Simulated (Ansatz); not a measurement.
One change: `CC(C)B(C(C)C)C(C)C` becomes `C[CH](C)[In]([CH](C)C)[CH](C)C`.

Ansatz, PBE0-D4/def2-TZVP geometries, multiplicity 1. Each molecule was computed in one conformer, which needn't be the lowest.

Elements past krypton have def2 core potentials.

```csv
property,`CC(C)B(C(C)C)C(C)C`
HOMO energy (PBE0/def2-TZVPP) / eV,-7.51
HOMO energy (PBE/def2-TZVPP) / eV,-6.22
LUMO energy (PBE0/def2-TZVPP) / eV,-0.38
LUMO energy (ωB97M-V/def2-TZVPP) / eV,1.53
HOMO energy (ωB97M-V/def2-TZVPP) / eV,-9.78
LUMO energy (PBE/def2-TZVPP) / eV,-1.40
```

(1) Give the same properties after the change, and the shifts. (An estimate is asked.)

## Answers

(1) Ansatz gave: 
| property | `C[CH](C)[In]([CH](C)C)[CH](C)C` | shift |
| --- | --- | --- |
| HOMO energy (PBE0/def2-TZVPP) / eV | -6.04 | 1.47 |
| HOMO energy (PBE/def2-TZVPP) / eV | -4.98 | 1.24 |
| LUMO energy (PBE0/def2-TZVPP) / eV | -0.99 | -0.61 |
| LUMO energy (ωB97M-V/def2-TZVPP) / eV | 0.37 | -1.16 |
| HOMO energy (ωB97M-V/def2-TZVPP) / eV | -8.17 | 1.61 |
| LUMO energy (PBE/def2-TZVPP) / eV | -1.73 | -0.33 |

With PBE0 the HOMO rises by 1.47 eV and the LUMO falls by 0.61 eV, so the gap narrows by about 2.08 eV. PBE moves the HOMO by 1.24 eV and ωB97M-V by 1.61 eV.
